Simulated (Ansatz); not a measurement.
Problem. Name a neutral molecule of Br, Ga, O, S and H with LUMO energy (PBE/def2-TZVPP) between -2.25 and -1.95 eV and size of the dipole moment (ωB97M-V/def2-TZVPP) between 2.45 and 2.75 D (Ansatz, PBE0-D4/def2-TZVP geometry).

Solution. `[OH][Ga]([SH])[Br]` (-2.21 eV, 2.69 D). Other molecules can fit too; these were computed, each in one conformer that needn't be the lowest.
